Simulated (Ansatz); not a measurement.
Computed with Ansatz.

CH8AlGaSi (`[SiH3][CH2][AlH][GaH2]`) at its PBE0-D4/def2-TZVP geometry, where that method's forces vanish. The species carries charge 0 and has multiplicity 1.

```tsv
atom	x (Å)	y (Å)	z (Å)
Si1	-0.670	1.263	0.271
C2	0.656	0.456	1.282
Al3	1.413	-0.947	0.110
Ga4	-0.441	-1.458	-1.499
H5	-0.099	2.146	-0.779
H6	-1.731	2.001	1.008
H7	-1.423	0.178	-0.490
H8	1.366	1.173	1.700
H9	0.184	-0.072	2.124
H10	2.900	-1.475	0.322
H11	-1.612	-2.446	-1.110
H12	-0.544	-0.821	-2.940
```

(1) For each bond, give half the difference of the two atoms' forces along it (eV/Å; positive pushes the atoms apart) under PBE-D4, r2SCAN-D4, B3LYP-D4, ωB97M-V in def2-TZVPP. (An estimate is asked.)

Results:

(1) The calculation gave: 
| bond | length (Å) | PBE-D4 | r2SCAN-D4 | B3LYP-D4 | ωB97M-V |
| --- | --- | --- | --- | --- | --- |
| Si1–C2 | 1.852 | 0.02 | 0.02 | 0.16 | 0.10 |
| Si1–H5 | 1.486 | 0.06 | -0.02 | -0.08 | -0.10 |
| Si1–H6 | 1.488 | 0.08 | -0.02 | -0.15 | -0.16 |
| Si1–H7 | 1.524 | 0.09 | 0.00 | -0.09 | -0.11 |
| C2–Al3 | 1.979 | 0.03 | 0.01 | 0.08 | 0.05 |
| C2–H8 | 1.093 | 0.11 | 0.00 | -0.05 | -0.05 |
| C2–H9 | 1.100 | 0.11 | 0.01 | -0.06 | -0.04 |
| Al3–Ga4 | 2.508 | -0.11 | -0.03 | 0.07 | 0.02 |
| Al3–H10 | 1.593 | 0.08 | 0.00 | -0.14 | -0.12 |
| Ga4–H11 | 1.581 | 0.07 | -0.06 | -0.02 | -0.07 |
| Ga4–H12 | 1.579 | 0.07 | -0.05 | 0.00 | -0.06 |

B3LYP here is the variant with VWN-RPA as its local correlation; programs differ in this.
